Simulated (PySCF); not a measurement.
# How methods differ on the excitation energy of Mg⁺

Mg⁺ [Ne] 3s1 (2S) → Mg⁺ [Ne] 3p1 (2P), as a difference of total energies. Computed with PySCF 2.14 in aug-cc-pCVTZ-DK with one added diffuse shell each of s, p, d, f type (9s8p6d4f, 91 functions), with the spin-free X2C one-electron Hamiltonian (Gaussian nucleus). Correlated levels: valence and next inner shell: 1s2 frozen. The calculations carry no spin-orbit coupling.

| method | excitation energy (cm⁻¹) |
| --- | --- |
| UHF | 34661 |
| MP2 (valence and next inner shell) | 35488 |
| SCS-MP2 (valence and next inner shell) | 35283 |
| CCSD (valence and next inner shell) | 35463 |
| CCSD(T) (valence and next inner shell) | 35495 |

Errors of the correlated levels include the incompleteness of this basis and the frozen core.

For comparison: 35730 cm⁻¹ (measured; NIST levels, between the centres of gravity of the two terms).
